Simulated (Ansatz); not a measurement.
# Isomers

Structures of CH$_{3}$SSe (charge -1), singlet, relaxed at PBE0-D4/def2-TZVPD (vibrations not checked; lower isomers may exist, and structures with a doubtful reference or unclear bonds are left out). Computed with Ansatz 0.2.0 (basis: def2-TZVPPD); correlated methods freeze the cores. Filled d shells of the heavier atoms are correlated. The def2 sets are not built for correlating such inner shells, so the correlated values are less sure here. B3LYP uses VWN-RPA correlation.

Problem. Rank them by CCSD(T) energy, lowest first, and give each one's height above the lowest. Links in brackets join atoms within 1.22 times the sum of their covalent radii (1.1 for two metals). (Judge from chemistry; the value comes from the calculation.)
A.
CH₃SSe ([CH3][S][Se]), total charge -1
```
6
angstrom
C -0.4000 0.4112 -0.2080
S 0.2746 -0.3497 1.2816
Se 1.7514 -1.7732 0.4524
H -1.1550 1.1467 0.0944
H 0.3914 0.9108 -0.7732
H -0.8625 -0.3458 -0.8472
```
B.
CH₃SSe ([SH][CH2][Se]), total charge -1
```
6
angstrom
S 1.1990 0.5906 0.6391
C -0.0582 -0.0995 -0.5087
Se -1.5020 -1.0904 0.3437
H 0.5044 -0.7481 -1.1832
H -0.4639 0.7335 -1.0826
H 0.3908 0.5915 1.7131
```
C.
CH₃SSe ([SH][CH][SeH]), total charge -1
```
6
angstrom
S -1.5296 -1.3188 0.1123
C -0.2083 -0.2665 -0.2550
Se 1.0788 0.0832 1.1169
H 0.3196 -0.5052 -1.1761
H -1.0486 -2.5980 0.3503
H 0.7370 1.4878 1.4788
```

Solution. The calculation gives: A (0.0 kJ/mol), B (39.4 kJ/mol), C (216.9 kJ/mol). Heights count from the lowest.

Problem. Do PBE-D4, r2SCAN-D4, PBE0-D4, B3LYP-D4, wB97M-V, HF, MP2 give the same order? (A judgement: the text doesn't fix the answer.)

Solution. The calculation gives: All do.

No T1 diagnostic of these runs exceeds 0.013.

For scale, one of the runs: CCSD(T)/def2-TZVPPD, 196 basis functions, launched by `ansatz run in.yaml --threads 2 --pin off --events-out ev --progress --plain --max-ram 4352MiB`. Time: 94 s of wall clock on 2 CPU threads of an Arm Neoverse V1; the host was shared. Peak host memory: 2.2 GiB.
